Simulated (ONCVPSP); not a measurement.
## What one change does to a pseudopotential (N, ONCV)

ONCVPSP 4.0.1 input, shortened (lines: element, Z, core and valence counts, functional; n l f; lmax; l rc ep ncon nbas qcut; lloc lpopt rc5 dvloc0; l nproj debl; icmod fcfact rcfact), LDA (Perdew-Wang 92), scalar-relativistic:

```
  N 7.00    1    2  -001012      upf
    1    0    2.00
    2    0    2.00
    2    1    1.50
    2
    0    0.90    0.00    4    9    8.10
    1    1.60    0.00    4    9    9.90
    2    1.75    0.09    4    7    5.30
    4    5    0.65    0.00
    0    2    1.60
    1    1    1.80
    2    2    1.70
    3    1.50    1.65
```

Change: all radii but the core radius scaled by about 1.06 (s 0.96, p 1.70, d 1.86 bohr); local potential polynomial inside 0.70 bohr (lpopt 5, dvloc0 0 Ha).

Cutoffs: the cutoffs (Ha) at which the residual kinetic energy of the hardest occupied pseudo-wave falls to 1 and 0.1 mHa per electron; they do not see the model core or the augmentation charge, which bear on the density cutoff. Errors are all-electron minus pseudo energies relative to the spin-unpolarised reference configuration.

**Question.** How do hardness, ghosts and transferability respond?

**Answer.** The potential gets softer (30 Ha and 85 Ha → 29 Ha and 60 Ha); of the 4 tests that both files solve, the error grows in 3 and shrinks in 0 by more than 15 % and 0.3 meV (median size 28.2 → 34.0 meV); neither file shows a bound ghost. A larger radius leaves more room for a smooth pseudo-wave, so fewer plane waves are needed. More of the atom is replaced by a form fitted at one configuration, so other configurations suffer.

| quantity | base | changed |
| --- | --- | --- |
| cutoff, loose | 30 Ha | 29 Ha |
| cutoff, tight | 85 Ha | 60 Ha |
| loose cutoff by channel | s 30 Ha, p 29 Ha | s 29 Ha, p 27 Ha |
| bound ghosts | none | none |
| GHOST(+) flags under 300 eV | d at 93.7 eV | d at 96.1 eV |
| error for 2s2 2p3, meV [ΔE -26.12 eV] | +39 | +48 |
| error for 2s2 2p2, meV [ΔE -12.38 eV] | +9.6 | +11 |
| error for 2s2 2p1, meV [ΔE 16.59 eV] | +17 | +20 |
| error for 2s1 2p4, meV [ΔE -14.91 eV] | +100 | +121 |
| rms error of d²Exc/dni dnj with the model core, mHa | 2.85 | 2.87 |
